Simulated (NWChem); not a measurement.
CH₅ClFNSi; SMILES CN[Si@H](F)Cl

```xyz
10

C     -0.5549     2.5960     0.0369
N     -0.6250     1.1873    -0.3485
Si     0.3127    -0.0528     0.3362
F      1.8021    -0.1970    -0.2669
Cl    -0.6252    -1.8508    -0.0661
H     -0.0918     2.6782     1.0257
H      0.0394     3.1986    -0.6630
H     -1.5586     3.0315     0.1067
H     -1.1132     1.0135    -1.2191
H      0.4596     0.1672     1.7858
```
Atoms are numbered in this order, from 1.

Program: NWChem. Medium grid unless said otherwise, to which SCAN and Minnesota functionals are sensitive. Structure relaxed at the B3LYP/6-31G* (spherical d) level. Hybrids' shares of exact exchange are those that their runs print; pure functionals count as 0. The functionals differ in more than this share.

| row | share of exact exchange | highest occupied level (eV) |
|---|---|---|
| PBE/def2-SVP | 0.00 | -5.92 |
| LDA (Slater exchange, VWN5)/def2-SVP | 0.00 | -6.03 |
| TPSSh/def2-SVP | 0.10 | -6.65 |
| B3LYP/def2-SVP | 0.20 | withheld |
| M06-2X/def2-SVP | 0.54 | -8.83 |
| Hartree-Fock/def2-SVP | 1.00 | -11.06 |

Problem. Fit a straight line of the last column on the one before it, predict the withheld value, and compare with the run.

Solution. 
1. Means of the 5 shown rows: x = 0.328, y = -7.698. Slope Σ(x − x̄)(y − ȳ)/Σ(x − x̄)² = -3.868/0.7637 = -5.066; intercept -6.036.
2. The shown rows scatter about the line by 0.078 (root mean square); the largest residual is +0.12, at PBE/def2-SVP.
3. At x = 0.20 (B3LYP/def2-SVP; inside the shown range) the line gives -7.05.
4. The run gives -7.12, -0.07 from the line, 0.9 times the scatter.
